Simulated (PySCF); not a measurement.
W(60+): ionisation energy

W(60+) [Ne] 3s2 3p2 [3p1/2^2, M_J = 0] → W(61+) [Ne] 3s2 3p1 [3p1/2^1, M_J = 1/2], as a difference of total energies. Calculation: PySCF 2.14, in an uncontracted even-tempered set (18 s from 19 bohr⁻², ratio 2.4; 14 p from 24 bohr⁻², ratio 2.4; 4 d from 82 bohr⁻², ratio 2.6; 4 f from 120 bohr⁻², ratio 2.6); the two-component X2C-1e Hamiltonian. Correlated levels: 1s2 frozen; the 48 highest virtual spinors dropped. "Screened" scales the spin-orbit matrix elements by Boettger's factors to mimic the two-electron term; Breit and QED terms are absent.

```csv
method,ionisation energy (eV)
GHF (spin-free),6348.8
GMP2 (spin-free),6349.7
GHF (screened spin-orbit),6591.5
GMP2 (screened spin-orbit),6593.4
```

Breit and QED terms and the two-electron picture change are absent.

The spin-free rows relax to the high-spin LS determinant and lack the spin-orbit shift.

The labels give the starting determinants; with spin-orbit coupling the two ends relaxed to ⟨J²⟩ = 0.00, ⟨L²⟩ = 1.35, ⟨S²⟩ = 1.35 and ⟨J²⟩ = 0.75, ⟨L²⟩ = 2.03, ⟨S²⟩ = 0.78.

For comparison: 6596 ± 7 eV (semi-empirical (NIST evaluation); NIST Atomic Spectra Database, ionization energies).
